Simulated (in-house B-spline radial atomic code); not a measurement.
Ionisation energies along the 51-electron series, configuration [Kr] 4d10 5s2 5p3, as differences of self-consistent energies. NIST's values go from ground level to ground level; the uncertainty of those that are theory runs from under 0.1 % in few-electron ions to several per cent in heavy many-electron ones. Computed with a B-spline radial code for spherical atoms: non-relativistic Hartree-Fock, average of the configuration, point nuclei.

This level leaves out relativity, spin-orbit splitting included, which matters for heavy ions.

```json
{"ion": "Sb", "configuration after": "[Kr] 4d10 5s2 5p2", "ionisation energy (eV)": "7.67", "IE/(q+1)² (eV)": "7.6691", "-ε less Coulomb ΔSCF (eV)": "0.47388", "tabulated value (eV)": "8.608389", "tabulated kind": "measured", "computed minus tabulated (eV)": "-0.94"}
{"ion": "Te+", "configuration after": "[Kr] 4d10 5s2 5p2", "ionisation energy (eV)": "17.15", "IE/(q+1)² (eV)": "4.287", "-ε less Coulomb ΔSCF (eV)": "0.41034", "tabulated value (eV)": "18.6", "tabulated kind": "measured", "computed minus tabulated (eV)": "-1.45"}
{"ion": "I2+", "configuration after": "[Kr] 4d10 5s2 5p2", "ionisation energy (eV)": "?", "IE/(q+1)² (eV)": "?", "-ε less Coulomb ΔSCF (eV)": "?", "tabulated value (eV)": "?", "tabulated kind": "measured", "computed minus tabulated (eV)": "?"}
{"ion": "Xe3+", "configuration after": "[Kr] 4d10 5s2 5p2", "ionisation energy (eV)": "41.17", "IE/(q+1)² (eV)": "2.5734", "-ε less Coulomb ΔSCF (eV)": "0.35375", "tabulated value (eV)": "42.2", "tabulated kind": "measured", "computed minus tabulated (eV)": "-1.03"}
{"ion": "Cs4+", "configuration after": "[Kr] 4d10 5s2 5p2", "ionisation energy (eV)": "55.41", "IE/(q+1)² (eV)": "2.2163", "-ε less Coulomb ΔSCF (eV)": "0.33938", "tabulated value (eV)": "56", "tabulated kind": "tabulated theory", "computed minus tabulated (eV)": "-0.59"}
{"ion": "Ba5+", "configuration after": "[Kr] 4d10 5s2 5p2", "ionisation energy (eV)": "?", "IE/(q+1)² (eV)": "?", "-ε less Coulomb ΔSCF (eV)": "?", "tabulated value (eV)": "?", "tabulated kind": "tabulated theory", "computed minus tabulated (eV)": "?"}
{"ion": "La6+", "configuration after": "[Kr] 4d10 5s2 5p2", "ionisation energy (eV)": "87.93", "IE/(q+1)² (eV)": "1.7945", "-ε less Coulomb ΔSCF (eV)": "0.32245", "tabulated value (eV)": "88", "tabulated kind": "tabulated theory", "computed minus tabulated (eV)": "-0.07"}
{"ion": "Ce7+", "configuration after": "[Kr] 4d10 5s2 5p2", "ionisation energy (eV)": "106.13", "IE/(q+1)² (eV)": "1.6582", "-ε less Coulomb ΔSCF (eV)": "0.31741", "tabulated value (eV)": "106", "tabulated kind": "tabulated theory", "computed minus tabulated (eV)": "0.13"}
```

Task: Fill in the row of I2+.

Result: ionisation energy (eV): 28.38; IE/(q+1)² (eV): 3.1537; -ε less Coulomb ΔSCF (eV): 0.37544; tabulated value (eV): 29.57; computed minus tabulated (eV): -1.19.

Task: Fill in the row of Ba5+.

Result: ionisation energy (eV): 71.01; IE/(q+1)² (eV): 1.9725; -ε less Coulomb ΔSCF (eV): 0.32946; tabulated value (eV): 71; computed minus tabulated (eV): 0.01.

Task: How far is this level of theory from the measured and semi-empirical values?

Result: Over those 4 rows the differences run from -1.45 to -0.939 eV (mean absolute value 1.2 eV). The calculation leaves out relativity, correlation and, in open shells, the multiplet splittings that an average leaves out.
